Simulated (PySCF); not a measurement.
C$_{5}$H$_{4}$N, charge -1, singlet, geometry from GFN2-xTB (in this run its highest filled SCF level lies above zero, so its values depend strongly on the basis, on diffuse functions most of all); CCSD(T)/STO-3G in PySCF.

Here is a job for PySCF.
```python
from pyscf import gto, scf, cc

mol = gto.Mole()
mol.atom = '''
    N    -0.00257057    0.00016295    1.38395379
    C     0.00286033   -0.00018132   -1.53995306
    C     0.01440886    1.12439782    0.66353930
    C    -0.01687418   -1.12424154    0.66374596
    C    -0.01481043   -1.15986852   -0.71297161
    C     0.01745938    1.15970060   -0.71318479
    H     0.02606951    2.04296628    1.26508679
    H    -0.03076978   -2.04266832    1.26546228
    H    -0.02765064   -2.14691273   -1.19244289
    H     0.03208109    2.14663188   -1.19283749
'''
mol.basis = 'sto-3g'
mol.charge = -1
mol.verbose = 4
mol.build()

mf = scf.RHF(mol)
mf.kernel()

mycc = cc.CCSD(mf, frozen=7)
mycc.kernel()
et = mycc.ccsd_t()
print('E(CCSD(T)) = %.10f' % (mycc.e_tot + et))
```

It wrote (shortened):

```
PySCF version 2.14.0

[INPUT] verbose = 4
[INPUT] num. atoms = 10
[INPUT] num. electrons = 42
[INPUT] charge = -1
[INPUT] spin (= nelec alpha-beta = 2S) = 0
[INPUT] symmetry False subgroup None
[INPUT] Mole.unit = angstrom
[INPUT] Symbol           X                Y                Z      unit          X                Y                Z       unit  Magmom
[INPUT]  1 N     -0.002570570000   0.000162950000   1.383953790000 AA   -0.004857673284   0.000307930872   2.615293632154 Bohr   0.0
[INPUT]  2 C      0.002860330000  -0.000181320000  -1.539953060000 AA    0.005405240326  -0.000342645141  -2.910089528086 Bohr   0.0
[INPUT]  3 C      0.014408860000   1.124397820000   0.663539300000 AA    0.027228799167   2.124803934858   1.253907549886 Bohr   0.0
[INPUT]  4 C     -0.016874180000  -1.124241540000   0.663745960000 AA   -0.031887578777  -2.124508608459   1.254298080687 Bohr   0.0
[INPUT]  5 C     -0.014810430000  -1.159868520000  -0.712971610000 AA   -0.027987656487  -2.191833843305  -1.347321077490 Bohr   0.0
[INPUT]  6 C      0.017459380000   1.159700600000  -0.713184790000 AA    0.032993446505   2.191516520494  -1.347723929305 Bohr   0.0
[INPUT]  7 H      0.026069510000   2.042966280000   1.265086790000 AA    0.049264234102   3.860646750922   2.390667556905 Bohr   0.0
[INPUT]  8 H     -0.030769780000  -2.042668320000   1.265462280000 AA   -0.058146457113  -3.860083688125   2.391377130168 Bohr   0.0
[INPUT]  9 H     -0.027650640000  -2.146912730000  -1.192442890000 AA   -0.052252136769  -4.057077073042  -2.253390481285 Bohr   0.0
[INPUT] 10 H      0.032081090000   2.146631880000  -1.192837490000 AA    0.060624473878   4.056546343460  -2.254136167214 Bohr   0.0

nuclear repulsion = 196.441839089557
number of shells = 22
number of NR pGTOs = 102
number of NR cGTOs = 34
basis = sto-3g
ecp = {}

******** <class 'pyscf.scf.hf.RHF'> ********
method = RHF
initial guess = minao
damping factor = 0
level_shift factor = 0
DIIS = <class 'pyscf.scf.diis.CDIIS'>
diis_start_cycle = 1
diis_space = 8
diis_damp = 0
SCF conv_tol = 1e-09
SCF conv_tol_grad = None
SCF max_cycles = 50
direct_scf = True
direct_scf_tol = 1e-13
Set gradient conv threshold to 3.16228e-05
Initial guess from minao.
init E= -244.686338241901
  HOMO = -0.102005829088891  LUMO = 0.114695682649043  gap/eV = 5.89675
cycle= 1 E= -242.758473111188  delta_E= 1.93  |g|= 0.471  |ddm|= 4.63
  HOMO = 0.13087634028139  LUMO = 0.508746521419078  gap/eV = 10.28237
cycle= 2 E= -242.835701313474  delta_E= -0.0772  |g|= 0.177  |ddm|= 0.834
  HOMO = 0.039256005437315  LUMO = 0.517223851242443  gap/eV = 13.00617
cycle= 3 E= -242.845336733698  delta_E= -0.00964  |g|= 0.0377  |ddm|= 0.291
  HOMO = 0.034763454470782  LUMO = 0.504470952913131  gap/eV = 12.78139
cycle= 4 E= -242.846217626975  delta_E= -0.000881  |g|= 0.00895  |ddm|= 0.099
  HOMO = 0.0344235065491167  LUMO = 0.506105567403021  gap/eV = 12.83512
cycle= 5 E= -242.846274265127  delta_E= -5.66e-05  |g|= 0.00352  |ddm|= 0.0268
  HOMO = 0.0348225505070867  LUMO = 0.50628105247409  gap/eV = 12.82904
cycle= 6 E= -242.846281347495  delta_E= -7.08e-06  |g|= 0.0012  |ddm|= 0.0083
  HOMO = 0.0343035665811977  LUMO = 0.506006787672685  gap/eV = 12.83570
cycle= 7 E= -242.84628244806  delta_E= -1.1e-06  |g|= 0.000216  |ddm|= 0.0037
  HOMO = 0.0343348638641954  LUMO = 0.505995478154985  gap/eV = 12.83454
cycle= 8 E= -242.846282501166  delta_E= -5.31e-08  |g|= 0.000115  |ddm|= 0.000659
  HOMO = 0.0343134964912202  LUMO = 0.506003341129359  gap/eV = 12.83533
cycle= 9 E= -242.846282512403  delta_E= -1.12e-08  |g|= 3.79e-05  |ddm|= 0.000328
  HOMO = 0.0343142540695431  LUMO = 0.506005601688085  gap/eV = 12.83538
cycle= 10 E= -242.846282514173  delta_E= -1.77e-09  |g|= 8.43e-06  |ddm|= 0.000158
  HOMO = 0.0343119458150591  LUMO = 0.506005404344553  gap/eV = 12.83543
cycle= 11 E= -242.84628251423  delta_E= -5.64e-11  |g|= 1.25e-06  |ddm|= 3.02e-05
  HOMO = 0.0343118939735509  LUMO = 0.506005293575812  gap/eV = 12.83543
Extra cycle  E= -242.84628251423  delta_E= -6.25e-13  |g|= 4.39e-07  |ddm|= 2.48e-06
converged SCF energy = -242.84628251423

******** <class 'pyscf.cc.ccsd.CCSD'> ********
CC2 = 0
CCSD nocc = 14, nmo = 27
frozen orbitals 7
max_cycle = 50
direct = 0
conv_tol = 1e-07
conv_tol_normt = 1e-05
diis_space = 6
diis_start_cycle = 0
diis_start_energy_diff = 1e+09
Init t2, MP2 energy = -243.156497045734  E_corr(MP2) -0.310214531503156
Init E_corr(CCSD) = -0.310214531503264
cycle = 1  E_corr(CCSD) = -0.341945275622031  dE = -0.0317307441  norm(t1,t2) = 0.0709572
cycle = 2  E_corr(CCSD) = -0.356388158374169  dE = -0.0144428828  norm(t1,t2) = 0.029428
cycle = 3  E_corr(CCSD) = -0.364195281747683  dE = -0.00780712337  norm(t1,t2) = 0.0152037
cycle = 4  E_corr(CCSD) = -0.3660388030956  dE = -0.00184352135  norm(t1,t2) = 0.00498223
cycle = 5  E_corr(CCSD) = -0.365836829465173  dE = 0.00020197363  norm(t1,t2) = 0.00201239
cycle = 6  E_corr(CCSD) = -0.365780513208702  dE = 5.63162565e-05  norm(t1,t2) = 0.000461952
cycle = 7  E_corr(CCSD) = -0.365781060423077  dE = -5.47214374e-07  norm(t1,t2) = 0.000207404
cycle = 8  E_corr(CCSD) = -0.365785992797356  dE = -4.93237428e-06  norm(t1,t2) = 4.78536e-05
cycle = 9  E_corr(CCSD) = -0.365785064229678  dE = 9.28567677e-07  norm(t1,t2) = 1.77653e-05
cycle = 10  E_corr(CCSD) = -0.365785777408064  dE = -7.13178385e-07  norm(t1,t2) = 7.42829e-06
cycle = 11  E_corr(CCSD) = -0.365785617458526  dE = 1.59949538e-07  norm(t1,t2) = 2.35104e-06
cycle = 12  E_corr(CCSD) = -0.36578550722767  dE = 1.10230856e-07  norm(t1,t2) = 7.40429e-07
cycle = 13  E_corr(CCSD) = -0.365785446254746  dE = 6.09729243e-08  norm(t1,t2) = 3.1477e-07
CCSD converged
E(CCSD) = -243.2120679604852  E_corr = -0.3657854462547455
CCSD(T) correction = -0.0104346188872439
E(CCSD(T)) = -243.2225025794
```
